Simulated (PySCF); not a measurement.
Energy of Br+ (bromine, charge +1) between two integer charges

The 4p beta orbital of [Ar] 3d10 4s2 4p4 is emptied in steps (occupation f), with all orbitals relaxed, ending at [Ar] 3d10 4s2 4p3. Calculation: PySCF 2.14, in aug-cc-pVTZ-PP with ECP10MDF; scalar relativity through the core potential. The exact energy is a straight line in f; departures are measured from the line between the end points of the same method.

| f | UHF (eV) | LDA (eV) | PBE (eV) | PBE0 (eV) | r2SCAN (eV) | LC-wPBE (eV) | BHandHLYP (eV) | wB97X (eV) | r2SCAN0 (eV) | BLYP (eV) |
| --- | --- | --- | --- | --- | --- | --- | --- | --- | --- | --- |
| 1 | 0.000 | 0.000 | 0.000 | 0.000 | 0.000 | 0.000 | 0.000 | 0.000 | 0.000 | 0.000 |
| 0.9 | 0.076 | -0.452 | -0.437 | -0.312 | -0.409 | -0.056 | -0.199 | -0.106 | -0.292 | -0.448 |
| 0.7 | 0.172 | -1.057 | -1.018 | -0.725 | -0.944 | -0.128 | -0.468 | -0.255 | -0.674 | -1.049 |
| 0.5 | 0.200 | -1.261 | -1.210 | -0.860 | -1.107 | -0.148 | -0.561 | -0.317 | -0.789 | -1.253 |
| 0.3 | 0.164 | -1.060 | -1.013 | -0.719 | -0.909 | -0.121 | -0.476 | -0.281 | -0.646 | -1.055 |
| 0.1 | 0.069 | -0.454 | -0.432 | -0.306 | -0.376 | -0.049 | -0.207 | -0.129 | -0.266 | -0.453 |
| 0 | 0.000 | 0.000 | 0.000 | 0.000 | 0.000 | 0.000 | 0.000 | 0.000 | 0.000 | 0.000 |

Task: For LDA, how does the orbital energy at f = 1 compare with the removal energy?

Result: −ε = 16.552 eV against a total-energy difference of 21.568 eV. By Janak's theorem ε = ∂E/∂f, so the gap between them reflects the curvature. Along the path −ε is 17.543 (f = 0.9), 19.543 (f = 0.7), 21.561 (f = 0.5), 23.586 (f = 0.3), 25.605 (f = 0.1) eV.

| method | E(f=0) − E(f=1) (eV) | −ε at f=1 (eV) | −ε at f=0.5 (eV) |
| --- | --- | --- | --- |
| UHF | 20.231 | 21.081 | 20.207 |
| LDA | 21.568 | 16.552 | 21.561 |
| PBE | 21.303 | 16.453 | 21.317 |
| PBE0 | 21.329 | 17.865 | 21.348 |
| r2SCAN | 21.400 | 16.845 | 21.502 |
| LC-wPBE | 21.455 | 20.834 | 21.474 |
| BHandHLYP | 21.360 | 19.155 | 21.335 |
| wB97X | 21.476 | 20.320 | 21.399 |
| r2SCAN0 | 21.395 | 18.134 | 21.476 |
| BLYP | 21.324 | 16.352 | 21.307 |

Reference removal energy between the ground levels: 21.591 eV (measured; NIST Atomic Spectra Database, ionization energies). The calculation has no spin-orbit coupling. UHF lacks correlation.
